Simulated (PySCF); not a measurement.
Ga(H)(Me)(OMe) (C2H7GaO), SMILES C[O][GaH][CH3]. Atoms are numbered in the order given.

```xyz
11

Ga    -0.3612    -0.3881     0.0000
H     -1.9040    -0.1256     0.0000
C      0.6725    -2.0393     0.0000
H      0.4386    -2.6494     0.8871
H      0.4386    -2.6494    -0.8871
H      1.7481    -1.8098     0.0000
O      0.6533     1.0871     0.0000
C      0.1764     2.4053     0.0000
H      0.5438     2.9493    -0.8905
H      0.5438     2.9493     0.8905
H     -0.9308     2.4749     0.0000
```

Geometry optimised at r2SCAN-D4/def2-SVP. The structure was generated by enumeration; whether it is a known compound was not checked. The values are those of a single conformer.

All values below come from PBE0/def2-TZVP (PySCF).

Symmetry labels are those of the subgroup Cs that the program uses (full group Cs).

Computed valence orbital energies around the gap with their symmetry:
```csv
orbital,symmetry,energy (eV)
HOMO−7,A",-11.98
HOMO−6,A',-11.88
HOMO−5,A',-11.28
HOMO−4,A",-11.20
HOMO−3,A',-10.45
HOMO−2,A',-8.34
HOMO−1,A',-7.79
HOMO,A",-7.62
LUMO,A",-0.74
LUMO+1,A',0.62
LUMO+2,A',1.18
LUMO+3,A',2.21
```
